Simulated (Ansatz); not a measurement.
Several settings on one geometry of the cluster InGaN₂ (the lowest singlet isomer of a short search) (that of the charge 0 singlet, PBE-D4/def2-SVP). Ansatz on 2 threads of Intel Xeon Platinum 8488C on a shared host; times are rough.

```csv
atom,x (Å),y (Å),z (Å)
Ga1,-0.0010,2.1621,-0.1531
In2,0.0010,-2.2946,0.1625
N3,-0.5980,0.0549,-0.1612
N4,0.5979,0.0776,0.1519
```

Totals from different functionals, basis sets or treatments of relativity can't be compared as stabilities.

In the def2 sets In takes a core potential; there is no spin–orbit coupling.

The spins typed aren't always the lowest for that charge.

(1) Give the basis size and estimate the energy, ⟨S²⟩, dipole and time of these runs.

| run | method | charge | state | further keys |
| --- | --- | --- | --- | --- |
| 1 | UKS ωB97X-V/def2-mTZVPP | 0 | singlet | scf: {lower_state_search: full}; forces asked |
| 2 | RKS PBE0/def2-TZVP | 0 | singlet | point_charges: [{charge: 2.00, position_ang: [4.006, 0.721, -0.876]}]; scf: {lower_state_search: light}; forces asked |
| 3 | UKS ωB97M-V/def2-TZVP | 1 | doublet | scf: {lower_state_search: light}; forces asked |
| 4 | RKS ωB97X-V/def2-mTZVPP | 0 | singlet | scf: {omitted_lower_state_checks: [starts]}; forces asked |

## Answers

(1) 
| run | functions | energy (Eh) | ⟨S²⟩ | dipole (D) | wall time |
| --- | --- | --- | --- | --- | --- |
| 1 | 120 | -2224.2698 | 0.00 | 1.79 | 21 s |
| 2 | 160 | -2224.1957 | – | 6.27 | 3.3 s |
| 3 | 160 | -2224.1217 | 0.75 | – | 15 s |
| 4 | 120 | -2224.2698 | – | 1.79 | 6.5 s |
